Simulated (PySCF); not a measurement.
# C₆ coefficients of unlike pairs at CAM-B3LYP

Calculated with PySCF 2.14 from the dipole response of each species, C₆(A,B) = (3/π) ∫ α_A(iu) α_B(iu) du, in atomic units, from isotropic polarisabilities. For ions this is the dispersion term alone; charge-induced terms of lower order in 1/R come first.

| species | configuration | basis | relativity | α (bohr³) | C₆ (like pair) |
| --- | --- | --- | --- | --- | --- |
| Si³⁺ | [Ne] 3s1 (2S) | aug-cc-pCVTZ-DK (8s7p5d3f) | spin-free X2C | 6.696 | 12.27 |
| Bi³⁺ | [Xe] 4f14 5d10 6s2 (1S) | aug-cc-pVQZ-PP with ECP60MDF (7s7p5d3f2g) | core potential | 9.895 | 58.02 |
| O³⁺ | [He] 2s2 2p1 (2P) | aug-cc-pCVTZ-DK with one added diffuse shell each of s, p, d, f type (8s7p5d3f) | spin-free X2C | 1.348 | 1.256 |
| P | [Ne] 3s2 3p3 (4S) | def2-QZVPPD (10s6p5d2f1g) | none | 26.11 | 191.8 |

Task: Estimate C₆ for P with Si³⁺.

Result: The integral gives 48.41. The combination rule 2 C_A C_B / (C_A α_B/α_A + C_B α_A/α_B) gives 48.50 and the geometric mean 48.50.

No spin-orbit coupling is included.

The other pairs:

| pair | C₆ |
| --- | --- |
| P, O³⁺ | 14.07 |
| P, Bi³⁺ | 97.69 |
| Bi³⁺, Si³⁺ | 24.74 |
| O³⁺, Si³⁺ | 3.564 |
| O³⁺, Bi³⁺ | 8.524 |
